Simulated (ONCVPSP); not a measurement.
# Pseudopotential generation for iron: ONCV, Wu-Cohen, scalar-relativistic.

* Element: iron (Fe)
* Generator: ONCVPSP 4.0.1
* Type: optimised norm-conserving Vanderbilt (ONCV)
* Functional: Wu-Cohen
* Relativity: scalar-relativistic
* Frozen core: [Ne]
* Valence charge: 16
* Reference configuration: 3s2 3p6 3d6 4s1 (charge +1)
* Partial waves: 3s+4s: rc 1.65 bohr, ncon 3, nbas 7, qcut 9.4 1/bohr, 2 projectors; 3p: rc 1.25 bohr, ncon 4, nbas 8, qcut 10.3 1/bohr, 1 projector; 3d: rc 1.10 bohr, ncon 4, nbas 9, qcut 16.2 1/bohr, local
* Local potential: the d channel
* Core correction: Teter function, fcfact 5.5, rcfact 1.2

All-electron outer shells of the reference configuration (Wu-Cohen, scalar-relativistic, ld1.x):

```csv
shell,level (eV),outermost node (bohr),outermost maximum (bohr)
2p,-706.91,–,0.18
3s,-102.36,0.33,0.70
3p,-68.53,0.30,0.72
3d,-16.01,–,0.71
4s,-12.33,1.00,2.26
```

Q: Does the generator finish with these settings?

A: Yes, a potential is produced and its reference levels are reproduced.

Q: Estimate the cutoffs (Ha) at which the residual kinetic energy of the hardest occupied pseudo-wave falls to 1 and 0.1 mHa per electron.

A: 87 Ha and 100 Ha.

Q: Does the potential have ghost states?

A: No bound ghost flagged; GHOST(+) flagged for s at 191.1 eV.

Q: Which valence shell sets the plane-wave cutoff?

A: 3d: 87 Ha for 1 mHa per electron, against 34 Ha for 3p.

Q: Tests: 3s2 3p6 3d6 4s2; 3s2 3p6 3d6 4s0; 3s2 3p6 3d5 4s0; 3s2 3p6 3d7 4s0. Which has the largest error in its energy relative to the reference configuration, and how large is it?

A: 3s2 3p6 3d5 4s0, with -11 meV (all-electron minus pseudo) on +50.31 eV.
